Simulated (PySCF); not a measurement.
**As(2+): ionisation energy**

As(2+) [Ar] 3d10 4s2 4p1 (2P) → As(3+) [Ar] 3d10 4s2 (1S), as a difference of total energies. All numbers are calculated (PySCF 2.14, scalar relativity by spin-free X2C-1e, in x2c-TZVPPall). Correlated levels: valence: [Ar] 3d10 frozen; valence and next inner shell: [Ne] frozen. The calculations carry no spin-orbit coupling.

```tsv
method	ionisation energy (eV)	plus first-order spin-orbit estimate	error of that sum (eV)
UHF	27.391	27.615	-0.734
LDA	28.173	28.397	+0.048
PBE	28.019	28.243	-0.106
PBE0	28.042	28.266	-0.083
r2SCAN	28.228	28.453	+0.104
LC-wPBE	28.206	28.430	+0.081
BHandHLYP	27.990	28.214	-0.135
M06-2X	27.844	28.068	-0.281
r2SCANh	28.219	28.444	+0.095
MP2 (valence)	27.653	27.877	-0.472
SCS-MP2 (valence)	27.645	27.869	-0.480
MP2 (valence and next inner shell)	27.805	28.029	-0.320
SCS-MP2 (valence and next inner shell)	27.749	27.973	-0.376
```

Reference: 28.349 ± 0.012 eV (measured; NIST Atomic Spectra Database, ionization energies).

A first-order spin-orbit estimate (lowest level to lowest level, LS coupling) adds 0.224 eV.

Errors of the correlated levels include the incompleteness of this basis and the frozen core.
